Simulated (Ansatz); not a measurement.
A single point on `[NH2][Ga]([OH])[Br]`.

```yaml
crystal:
  periodic: [false, false, false]
  atoms:
    - {symbol: N, position_ang: [-0.419283, 1.168606, 0.309512]}
    - {symbol: Ga, position_ang: [-0.165187, -0.536346, -0.226811]}
    - {symbol: O, position_ang: [1.325574, -1.461026, 0.051524]}
    - {symbol: Br, position_ang: [-1.856476, -1.660003, -1.241627]}
    - {symbol: H, position_ang: [0.336948, 1.772554, 0.583310]}
    - {symbol: H, position_ang: [-1.228288, 1.685391, 0.008804]}
    - {symbol: H, position_ang: [2.006722, -0.969176, 0.515288]}
basis:
  gaussian: {orbitals: def2-TZVPP}
hamiltonian: {xc: pbe}
correlation: {method: rpa}
```

```sh
$ ansatz run in.yaml --threads 4 --pin off --events-out ev --progress --plain --max-ram 10444MiB
```

Shortened log:

```
Functional definition: PBE
1276 factors; integrals over basis functions are off by at most 1.2e-3 eV
mean field evaluation 1: about -125974.5333 eV, gradient 1.0e2 eV
mean field evaluation 2: about -125974.5283 eV, gradient 1.0e2 eV
mean field evaluation 4: about -125988.6066 eV, gradient 4.0e1 eV
mean field evaluation 8: about -125992.5218 eV, gradient 1.2e0 eV
mean field evaluation 16: about -125992.5232 eV, gradient 1.6e-4 eV
mean field -125992.52318973 eV, -4630.1398264232 hartree, gradient 3.7e-6 eV, S^2 0.000000; 0 other end points of the search recorded, 0 dependent functions left out
20 core orbitals not correlated: weight in the atoms' cores, before any rotation towards them, 1.000 or more for the frozen orbitals, at most 0.000 for the correlated occupied ones
reference -125902.68150427 eV, -4626.8382053794 hartree; 22, 22 occupied and 158, 158 virtual orbitals, 1276 factors
Total energy: -125941.76810697 eV, -4628.2746115346 hartree
```

It took 2.3 s on 4 threads of an Intel Xeon 6975P-C on a shared host, with 0.45 GiB of host memory at the peak.
